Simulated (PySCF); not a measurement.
## Computed vibrations of [Pb(NH2)2]2+

[Pb(NH2)2]2+ (singlet). PySCF 2.14.0, RKS PBE, Pb def2-SVP with ECP60, N def2-SVP, H def2-SVP; non-relativistic Hamiltonian with scalar-relativistic core potentials where named; density fitting; no spin-orbit coupling. Central differences of gradients.

```xyz
7

Pb    0.0000    0.0000   -0.1265
N     1.9778   -0.1033    0.8448
H     2.6898   -0.6261    0.2763
H     2.3898    0.8433    1.0437
N    -1.9778    0.1033    0.8448
H    -2.6898    0.6261    0.2763
H    -2.3898   -0.8433    1.0437
```

Run from Python with OMP_NUM_THREADS=2. Where DIIS fails, smearing, a level shift and second-order steps follow.
It took 41 s on 2 threads of Arm Neoverse V1, on a shared host.

**Question.** What are the harmonic wavenumbers and infrared intensities?

**Answer.** Modes are labelled in C2; negative numbers are unstable modes, those under 60 cm⁻¹ near the noise; a finer grid moves soft modes by up to 10 cm⁻¹.
```
cm⁻¹  km/mol  symmetry
  60    32.1         a
 194    24.1         a
 223    80.7         b
 317     3.1         a
 428    28.9         b
 739    15.0         a
 759    37.6         b
 816    75.7         b
 897   343.5         a
1441   115.2         b
1445     7.0         a
3202   816.0         b
3217     3.0         a
3307    58.9         a
3308   247.5         b
```

**Question.** Is this a minimum?

**Answer.** Yes. Ideal gas at 298.15 K and 1 bar: S = 324.2 J/(mol K), Cp = 81.2 J/(mol K), H − H(0 K) = 17.6 kJ/mol (rigid rotor, harmonic modes, spin degeneracy alone).
